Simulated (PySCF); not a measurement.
# Electron correlation in Ir³⁺ (iridium, charge +3)

[Xe] 4f14 5d6, high-spin 5D determinant. Computed with PySCF 2.14 in def2-QZVPPD with the def2 core potential (60 electrons) (7s5p4d4f2g, 88 functions), with scalar relativity through the core potential. Frozen: nothing; 14 electrons correlated.

```csv
level,correlation energy (mhartree)
CCSD,-375.69
(T),-8.11
CCSD(T),-383.80
```

Diagnostics: T1 = 0.0030, D1 = 0.0067, largest double amplitude 0.033.

Spin-orbit coupling, absent here, splits the open shell strongly.

Cost of the coupled-cluster step: roughly 70 core-seconds, for 14 correlated electrons.

The basis has no tight functions for the innermost shells, so their pair energies are far from complete.

This basis was not built for core-valence correlation, so the inner-shell part is incomplete.
